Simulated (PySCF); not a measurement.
Stepwise substitution at one centre (Ga CH3-SH). All species are isolated molecules in the gas phase. One relaxed conformer stands for each flexible species; it need not be the lowest. Strings in code marks are SMILES.

All values below come from PySCF with B3LYP-D3(BJ)/def2-TZVP. B3LYP has the VWN-RPA correlation part, as in Gaussian. Excitations are Tamm–Dancoff values on a coarser integration grid. The basis has no diffuse functions, so Rydberg states are missing or too high.

```json
[
 {"species": "0 of 3 CH3 replaced by SH", "S1 excitation (TDA) (eV)": "5.18", "S1–T1 gap (TDA) (eV)": "0.29", "HOMO–LUMO gap (eV)": "6.35", "S1 oscillator strength": "0.000"},
 {"species": "1 of 3 CH3 replaced by SH (`[CH3][Ga]([CH3])[SH]` (C–Ga–S–H torsion 179°))", "S1 excitation (TDA) (eV)": "5.52", "S1–T1 gap (TDA) (eV)": "…", "HOMO–LUMO gap (eV)": "6.11", "S1 oscillator strength": "0.055"},
 {"species": "2 of 3 CH3 replaced by SH", "S1 excitation (TDA) (eV)": "5.41", "S1–T1 gap (TDA) (eV)": "0.70", "HOMO–LUMO gap (eV)": "6.07", "S1 oscillator strength": "…"},
 {"species": "3 of 3 CH3 replaced by SH (`[SH][Ga]([SH])[SH]`)", "S1 excitation (TDA) (eV)": "4.96", "S1–T1 gap (TDA) (eV)": "…", "HOMO–LUMO gap (eV)": "6.03", "S1 oscillator strength": "…"}
]
```

### Question
Complete the blanks.

### Answer

- 1 of 3 CH3 replaced by SH (`[CH3][Ga]([CH3])[SH]` (C–Ga–S–H torsion 179°)), S1–T1 gap (TDA) (eV): 0.84
- 2 of 3 CH3 replaced by SH, S1 oscillator strength: 0.047
- 3 of 3 CH3 replaced by SH (`[SH][Ga]([SH])[SH]`), S1–T1 gap (TDA) (eV): 0.28
- 3 of 3 CH3 replaced by SH (`[SH][Ga]([SH])[SH]`), S1 oscillator strength: 0.000
